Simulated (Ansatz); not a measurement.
Molecule: [(E)-pent-2-en-3-yl]silane, C5H12Si, charge 0, multiplicity 1. SMILES: C/C=C(/[SiH3])CC
Coordinates optimised at B3LYP-D3(BJ)/def2-TZVP (Ansatz, an electronic-structure program):
```xyz
18

C     -2.5250     0.2124    -0.1326
C     -1.1707     0.7923     0.1369
C      0.0192     0.2472    -0.1452
Si     1.5758     1.1709     0.3044
C      0.1797    -1.1117    -0.7947
C      0.2477    -2.2443     0.2365
H     -2.4835    -0.7460    -0.6467
H     -3.1251     0.8998    -0.7359
H     -3.0690     0.0673     0.8056
H     -1.1891     1.7645     0.6238
H      2.4485     0.3515     1.1843
H      2.3679     1.4794    -0.9140
H      1.2378     2.4349     1.0009
H      1.0934    -1.1252    -1.3966
H     -0.6391    -1.3032    -1.4920
H     -0.6770    -2.2962     0.8136
H      1.0670    -2.0850     0.9398
H      0.4024    -3.2094    -0.2499
```

Quantity: atomisation energy (electronic, to ground-state atoms), in eV. Cores are frozen in the correlated levels unless marked. Open shells are spin-unrestricted. No spin-orbit coupling. Non-relativistic. The coupled-cluster limit lacks core correlation, which all-electron functionals hold. Basis-set limits of correlation are two-point, X^-3; Hartree-Fock from the larger set.

| level | program | atomisation energy (eV) |
|---|---|---|
| PBE/def2-TZVPD | Ansatz | 72.55 |
| B97M-V/def2-TZVPD | Ansatz | 72.03 |
| B3LYP/def2-TZVPD | Ansatz | 71.38 |
| PBE0/6-31G* | Ansatz | 72.04 |

Q: Predict the CCSD(T)/CBS(cc-pV(T+d)Z,cc-pV(Q+d)Z) result (Ansatz).

A: 71.94 eV, so PBE0/6-31G* differs from it by 0.10 eV.
